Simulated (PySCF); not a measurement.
## HgP⁺ at PBE0

Computed with PBE0; basis Hg def2-SVP with ECP60, P def2-SVP; scalar-relativistic core potentials; PySCF 2.14.

For HgP⁺, the state is ³Σ⁻ (triplet), unpaired electrons π ↑↑ and the bond length is 2.467 Å. The harmonic wavenumber is 258 cm⁻¹. The force constant is 1.05 mdyn/Å. The rotational constant Be is 0.1031 cm⁻¹ and the anharmonicity ωexe is 1.26 cm⁻¹. The vibration–rotation constant αe is 0.000650 cm⁻¹, the well depth De to Hg⁺ + P is 2.28 eV and the dissociation energy D0 is 2.26 eV. The bond order (Mayer) is 1.07 and the dipole moment (positive dipole points towards P; it is taken about the centre of mass and depends on that origin) is 1.88 D.

These are scalar-relativistic numbers at best; spin–orbit coupling would shift them, the dissociation energy most. For an ion De counts to the pair picked by the measured ionisation energies or electron affinities, which need not be the lowest pair at this level. The state is the lowest determinant that a PBE0 search found; another state may lie lower at other levels.
